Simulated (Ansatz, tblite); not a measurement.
Removing and adding an electron: Li8S4 (the lowest singlet isomer of a short search). The state is a singlet with charge 0. Geometry: PBE0-D4/def2-SVP. Ansatz, gas phase; energy differences of separate SCF runs; the oxidised species was run as a doublet alone; the reduced species was run as a doublet alone.

```xyz
12

Li   -1.819    1.096    1.450
Li    0.408    0.428   -1.982
Li   -2.049   -0.457   -1.476
Li    0.653    2.461   -0.285
Li    1.935   -1.445   -0.868
Li    1.628    0.242    1.975
Li   -0.711   -2.276    0.961
Li   -0.041   -0.043    0.196
S    -1.426    1.645   -0.803
S    -0.493   -0.510    2.404
S     2.181    0.751   -0.253
S    -0.268   -1.891   -1.318
```

The xTB rows come from tblite. Correlated methods freeze 20 core orbitals; core or outer-core shells of Li are correlated, in sets that lack core-valence functions. The rows differ in basis, and correlated rows in double-zeta sets carry the largest basis error. In CCSD on the charge 1 doublet the largest single amplitude is 0.18, so its Hartree–Fock determinant may place the open shell otherwise than the density functionals do. HOMO above LUMO, or a gap near zero within one spin, warns that the state may not be the lowest or that an electron is smeared out. The structure comes from a short search, and lower isomers may exist.

```json
{"level": "GFN1-xTB", "−HOMO (eV)": "9.56", "vertical IE (eV)": "11.62", "−LUMO (eV)": "7.33", "vertical EA (eV)": "5.51", "HOMO–LUMO gap (eV)": "2.24", "IE − EA (eV)": "6.11", "remarks": "–"}
{"level": "GFN2-xTB", "−HOMO (eV)": "8.66", "vertical IE (eV)": "10.82", "−LUMO (eV)": "7.32", "vertical EA (eV)": "–", "HOMO–LUMO gap (eV)": "1.34", "IE − EA (eV)": "–", "remarks": "–"}
{"level": "HF/def2-SVP", "−HOMO (eV)": "–", "vertical IE (eV)": "6.57", "−LUMO (eV)": "–", "vertical EA (eV)": "–", "HOMO–LUMO gap (eV)": "–", "IE − EA (eV)": "–", "remarks": "–"}
{"level": "PBE-D4/def2-TZVPD", "−HOMO (eV)": "4.65", "vertical IE (eV)": "–", "−LUMO (eV)": "1.55", "vertical EA (eV)": "0.42", "HOMO–LUMO gap (eV)": "3.10", "IE − EA (eV)": "–", "remarks": "HOMO above zero (-1 doublet)"}
{"level": "r2SCAN-D4/def2-TZVP", "−HOMO (eV)": "4.86", "vertical IE (eV)": "6.96", "−LUMO (eV)": "1.06", "vertical EA (eV)": "–", "HOMO–LUMO gap (eV)": "3.80", "IE − EA (eV)": "–", "remarks": "gap within one spin near zero (+1 doublet)"}
{"level": "r2SCAN-D4/def2-TZVPD", "−HOMO (eV)": "4.81", "vertical IE (eV)": "–", "−LUMO (eV)": "1.07", "vertical EA (eV)": "0.26", "HOMO–LUMO gap (eV)": "3.74", "IE − EA (eV)": "–", "remarks": "HOMO above zero (-1 doublet)"}
{"level": "PBE0-D4/def2-TZVP", "−HOMO (eV)": "5.72", "vertical IE (eV)": "7.20", "−LUMO (eV)": "1.00", "vertical EA (eV)": "–", "HOMO–LUMO gap (eV)": "4.72", "IE − EA (eV)": "–", "remarks": "–"}
{"level": "PBE0-D4/def2-TZVPD", "−HOMO (eV)": "5.69", "vertical IE (eV)": "–", "−LUMO (eV)": "1.01", "vertical EA (eV)": "0.27", "HOMO–LUMO gap (eV)": "4.68", "IE − EA (eV)": "–", "remarks": "HOMO above zero (-1 doublet)"}
{"level": "MP2/def2-SVP", "−HOMO (eV)": "–", "vertical IE (eV)": "7.30", "−LUMO (eV)": "–", "vertical EA (eV)": "–", "HOMO–LUMO gap (eV)": "–", "IE − EA (eV)": "–", "remarks": "–"}
{"level": "CCSD/def2-SVP", "−HOMO (eV)": "–", "vertical IE (eV)": "7.11", "−LUMO (eV)": "–", "vertical EA (eV)": "–", "HOMO–LUMO gap (eV)": "–", "IE − EA (eV)": "–", "remarks": "–"}
{"level": "CCSD(T)/def2-SVP", "−HOMO (eV)": "–", "vertical IE (eV)": "7.11", "−LUMO (eV)": "–", "vertical EA (eV)": "–", "HOMO–LUMO gap (eV)": "–", "IE − EA (eV)": "–", "remarks": "–"}
```

Run but left out: PBE-D4/def2-TZVP (charge +1 doublet: an occupied level 0.02 eV above an empty one).   A HOMO above zero means that the electron is unbound at that level or that self-interaction error raises the level; the energy of removing that electron tells which. Raw xTB energy differences between charge states are shifted by several eV; the methods need an empirical correction for them.
